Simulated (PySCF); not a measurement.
Computed Raman spectrum (relative Raman activity) of a molecule FH₆NSi₂. Coordinates come from a PBE0-D3(BJ)/def2-SVP optimisation. Other conformers were not sampled. Method: PBE0-D3(BJ)/def2-SVP (PySCF). Frequencies are harmonic and unscaled.

```csv
ν (cm⁻¹),relative intensity
429,2.2
599,5.2
621,6.2
719,5.0
781,4.2
835,4.8
867,2.4
923,10
929,10
951,2.2
959,10
1008,7.9
2222,55
2230,100
2253,30
2273,91
2288,41
3612,40
```

Q: Pick the molecule that these values belong to.
A) N[SiH2][SiH2]F
B) N[Si@H](F)[SiH3]
C) F[SiH2]N[SiH3]

A: C, F[SiH2]N[SiH3]
